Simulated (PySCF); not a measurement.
## Electron correlation in Sn⁺ (tin, charge +1)

[Kr] 4d10 5s1 5p2, high-spin 4P determinant (an excited configuration). All numbers are calculated (PySCF 2.14, a scalar-relativistic core potential, in aug-cc-pVDZ-PP with ECP28MDF). Frozen: 4s2 4p6 4d10; 3 electrons correlated.

| level | correlation energy (mhartree) |
| --- | --- |
| CCSD | -8.59 |
| (T) | -0.01 |
| CCSD(T) | -8.60 |
| CCSDT | -8.61 |
| FCI | -8.61 |

Diagnostics: T1 = 0.0027, D1 = 0.0043, largest double amplitude 0.040, weight of the Hartree-Fock determinant in FCI 0.9906 (1771 determinants).

Cost of the coupled-cluster step: about 0.05 core-seconds, for 3 correlated electrons.

Iterations:

```
CC2 = 0
CCSD nocc = (np.int64(3), np.int64(0)), nmo = (23, 23)
frozen orbitals [[0, 1, 2, 3, 4, 5, 6, 7, 8], [0, 1, 2, 3, 4, 5, 6, 7, 8]]
max_cycle = 100
direct = 0
conv_tol = 1e-08
conv_tol_normt = 1e-06
diis_space = 8
diis_start_cycle = 0
Init t2, MP2 energy = -0.00561730654726002
Init E_corr(UCCSD) = -0.0056173065482037
cycle = 1  E_corr(UCCSD) = -0.00752973093392711  dE = -0.00191242439  norm(t1,t2) = 0.0223069
cycle = 2  E_corr(UCCSD) = -0.00820000141188364  dE = -0.000670270478  norm(t1,t2) = 0.00840661
cycle = 3  E_corr(UCCSD) = -0.0085926662583849  dE = -0.000392664847  norm(t1,t2) = 0.00330379
cycle = 4  E_corr(UCCSD) = -0.00858825736768085  dE = 4.4088907e-06  norm(t1,t2) = 0.000294187
cycle = 5  E_corr(UCCSD) = -0.00858897901464135  dE = -7.21646961e-07  norm(t1,t2) = 2.19646e-05
cycle = 6  E_corr(UCCSD) = -0.00858886758400167  dE = 1.1143064e-07  norm(t1,t2) = 2.91577e-06
cycle = 7  E_corr(UCCSD) = -0.00858891174084394  dE = -4.41568423e-08  norm(t1,t2) = 3.51791e-07
cycle = 8  E_corr(UCCSD) = -0.00858890632430429  dE = 5.41653964e-09  norm(t1,t2) = 8.04728e-08
UCCSD converged
E(UCCSD) = -212.9358385919607  E_corr = -0.008588906324304294
UCCSD(T) correction = -1.43069997357497e-05
```
